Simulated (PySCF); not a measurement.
TiF₂, triplet: molecular constants

All numbers come from UPBE0 in PySCF with Ti def2-TZVP, F def2-TZVP; no relativity; density-fitted integrals.

The structure is a minimum.

Z-matrix (Å, degrees; charge 0 multiplicity 3):
```
Ti
F  1 1.7915
F  1 1.7915 2 139.37
```

```
Point group                                                                   : C2v
Bond lengths                                                                  : Ti–F 1.792 Å (×2)
Bond angles                                                                   : F–Ti–F 139.4°
Heat capacity Cp at 298.15 K                                                  : 48.4 J/(mol K)
Spin squared ⟨S²⟩                                                             : 2.004
Entropy at 298.15 K and 1 bar (electronic part: spin only)                    : 279.9 J/(mol K)
Atomisation energy without zero-point energy                                  : 1191 kJ/mol
Rotational constants                                                          : 2.056, 0.1572, 0.146 cm⁻¹
Rotational symmetry number                                                    : 2
Zero-point energy                                                             : 9.0 kJ/mol
Lowest empty level (α)                                                        : -2.56 eV
Highest occupied level (α)                                                    : -5.75 eV
Principal quadrupole moments (Buckingham, traceless) about the centre of mass : -10.83, 4.26, 6.57 D Å
Dipole moment                                                                 : 2.34 D
Enthalpy at 298.15 K above 0 K                                                : 12.36 kJ/mol
Principal polarisabilities                                                    : 34.2, 49.1, 51.1 bohr³
```

Harmonic modes (masses in u: Ti 47.948, F 18.998):
| symmetry | ω (cm⁻¹) | IR (km/mol) | μ (u) | type |
| --- | --- | --- | --- | --- |
| a1 | 119 | 21.4 | 23.84 | bend |
| a1 | 643 | 71.3 | 20.29 | stretch |
| b2 | 749 | 264 | 25.26 | stretch |

In C2v the vibrations span 2a1 + b2. Here b1 is antisymmetric to the molecular plane and b2 lies in it.

Charges (e):
| atom | Mulliken | Löwdin | polar tensor | spin (Mulliken) | Mayer order to Ti1 |
| --- | --- | --- | --- | --- | --- |
| Ti1 | 1.04 | 0.54 | 1.46 | 2.04 | – |
| F2,3 | -0.52 | -0.27 | -0.73 | -0.02 | 0.88 |

Mulliken populations on Ti1: s 6.51, p 12.18, d 2.24, f 0.04.

Outer orbital energies (eV). α occupied: -12.67, -11.92, -11.68, -11.38, -11.36, -11.19, -6.97, -5.75; empty: -2.56, -1.49, -1.39, -0.24. β occupied: -12.53, -11.91, -11.67, -11.43, -11.34, -11.23; empty: -2.09, -1.53, -0.89, -0.72.

Formally Ti is in oxidation state +2, d2, with 2 unpaired electrons (the high-spin count). The Mulliken spin on Ti is 2.04. The polar-tensor charge on Ti, 1.46, is below the formal one.

Only a few start shapes were tried, so a lower isomer may exist. With open d or f shells other occupations or spin states may lie lower.

The final relaxation and frequency run took 38 s on 4 threads of a shared Arm Neoverse V2 host, with 107 basis functions and 11 gradients; the process peaked at 0.99 GiB.
